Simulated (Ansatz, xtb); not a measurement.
System: CH₃Be (charge +1, singlet). It need not be the lowest isomer of its formula. 
Geometry from a B3LYP-D3(BJ)/def2-TZVP (Ansatz, a first-principles code) optimisation:
```
C
H 1 1.0941
H 1 1.0941 2 109.78
H 1 1.0941 2 109.78 3 -120.77
Be 1 1.6556 2 109.16 4 -119.62
```
Charge +1, spin multiplicity 1.

Harmonic wavenumbers from GFN2-xTB (xtb, at its own minimum), cm⁻¹: 451, 451, 845, 1271, 1271, 1284, 2811, 2811, 2880.

**Question.** Give the harmonic wavenumbers at B3LYP-D3(BJ)/def2-TZVP (Ansatz, finite differences of forces, unscaled).

**Answer.** 684, 684, 878, 1179, 1395, 1395, 3012, 3100, 3100 cm⁻¹. Zero-point energy 22.1 kcal/mol.

**Question.** From these and the geometry, give the ideal-gas thermochemistry at 298.15 K and 1 atm (rigid rotor, harmonic oscillator).

**Answer.** Point group C3v, rotational symmetry number 3. Rotational constants 156.5, 26.96, 26.96 GHz. S(trans) 35.47, S(rot) 16.40, S(vib) 0.89, S(elec, spin only) 0.00, S 52.8 cal/(mol K). H(298) - H(0) 2.58 kcal/mol; G - E(el) 8.9 kcal/mol.
